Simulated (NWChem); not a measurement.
Molecule: BeHI; SMILES [I][BeH]

Program: NWChem. The geometry was optimised at PBE0-D3(BJ)/def2-TZVP. def2 effective core potentials on I; no spin-orbit coupling. Vertical excitations in the gas phase; the lowest state need not have the same character in each row.

```
level                                      lowest excitation, singlet (eV)  orbital gap (eV)
-----------------------------------------  -------------------------------  ----------------
PBE/def2-SVP, TDA                                                     5.32              5.32
B3LYP/def2-SVP, TDA                                                      …                 …
BHandHLYP/def2-SVP, TDA                                               6.10              8.90
LDA (Slater exchange, VWN5)/def2-SVP, TDA                             5.26              5.26
```

Question: Some entries are withheld; supply them.

Answer: 
- B3LYP/def2-SVP, TDA, lowest excitation, singlet (eV): 5.60
- B3LYP/def2-SVP, TDA, orbital gap (eV): 6.74
